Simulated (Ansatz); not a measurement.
Calculated with Ansatz (gas phase, PBE0-D4/def2-TZVP geometries, no zero-point term in ΔE). CCSD(T)/CBS is the MP2 limit (def2-TZVPP, def2-QZVPP) plus CCSD(T) − MP2 in def2-TZVPP, frozen cores. This one scheme is used for every species. DFT in def2-TZVPP. One conformer a species, not always the lowest.

Consider the formal hydrolysis of the Si–F bond: `F[SiH2]OP` + H₂O → `O[SiH2]OP` + H–F.

Task: Is it downhill or uphill in electronic energy at CCSD(T)/CBS, and by how much? (Estimate.)

Result: Ansatz gave: Uphill: ΔE = +10.3 kcal/mol.

Task: What do these levels give: LDA (SPW92), BLYP-D4, r2SCAN-D4, r2SCANh, BHLYP, SCS-MP2/def2-QZVPP? (An estimate is asked.)

Result: Ansatz gave: LDA (SPW92) 9.0, BLYP-D4 10.6, r2SCAN-D4 10.4, r2SCANh 10.5, BHLYP 11.5, SCS-MP2/def2-QZVPP 10.6 kcal/mol.

Largest T1 diagnostic among the species: 0.013.

The D4 term adds −0.9 kcal/mol with B3LYP and −0.5 kcal/mol with PBE0; it sums over pairs of atoms, weighted by their polarisabilities, and B3LYP, whose exchange is more repulsive, gets the larger term. In def2-TZVPP, CCSD(T) changes the Hartree–Fock value by −2.0 kcal/mol (the triples alone add −0.4 kcal/mol) and MP2 by −2.4 kcal/mol.

B3LYP here is the variant with VWN-RPA as its local correlation; programs differ in this.
